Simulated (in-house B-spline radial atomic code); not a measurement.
Configurations of the ruthenium ion Ru⁶⁺, with energies counted from [Kr] (4d3/2)2. Method: Dirac-Hartree-Fock, average of each configuration as written, Fermi nucleus of rms radius 4.4809 fm. Calculated with an all-electron radial atomic-structure program (B-spline basis). Energies include first-order Breit, QED and recoil terms.

Occupations are held fixed; configurations that lie above the ionisation limit could autoionise.

```
                                             configuration  E - E(ref) (eV)  highest orbital  its <r> (bohr)
                                    [Kr] (4d3/2)1 (5p1/2)1           32.183            5p1/2           2.332
                                    [Kr] (4d5/2)1 (7g7/2)1           78.926            7g7/2           8.978
                                    [Kr] (4d5/2)1 (8f5/2)1           81.313            8f5/2           11.73
              [Ar] 3d10 4s2 (4p1/2)2 (4p3/2)3 (4d5/2)2 6s1            102.5            6s1/2           3.719
[Ar] 3d10 4s2 (4p1/2)1 (4p3/2)4 (4d3/2)1 (4d5/2)1 (7g9/2)1           130.84            7g9/2           8.961
          [Ar] (3d3/2)4 (3d5/2)5 4s2 4p6 (4d3/2)2 (6g9/2)1            366.6            6g9/2           6.209
          [Ar] (3d3/2)4 (3d5/2)5 4s2 4p6 (4d3/2)2 (7g7/2)1           371.52            7g7/2           8.952
```

Question: Order these further configurations by energy, lowest first.
A. [Ar] 3d10 4s2 (4p1/2)1 (4p3/2)4 (4d3/2)2 (4d5/2)1
B. [Kr] (4d3/2)1 (5f7/2)1
C. [Kr] (4d3/2)1 (8g9/2)1
D. [Kr] (4d3/2)1 (6f7/2)1
E. [Kr] (4d5/2)2

Answer: E (1.0496 eV), A (52.987 eV), B (62.032 eV), D (71.521 eV), C (81.61 eV).

Question: How far above the reference does [Kr] (4d3/2)1 (4d5/2)1 lie?

Answer: 0.69202 eV; its least bound orbital is 4d5/2 with <r> = 1.271 bohr.

Question: How far above the reference does [Ar] 3d10 4s2 (4p1/2)2 (4p3/2)3 (4d3/2)1 (4d5/2)1 (7f5/2)1 lie?

Answer: 125.18 eV; its least bound orbital is 7f5/2 with <r> = 8.613 bohr.

Question: How far above the reference does [Kr] (4d5/2)1 (7f7/2)1 lie?

Answer: 77.666 eV; its least bound orbital is 7f7/2 with <r> = 8.651 bohr.
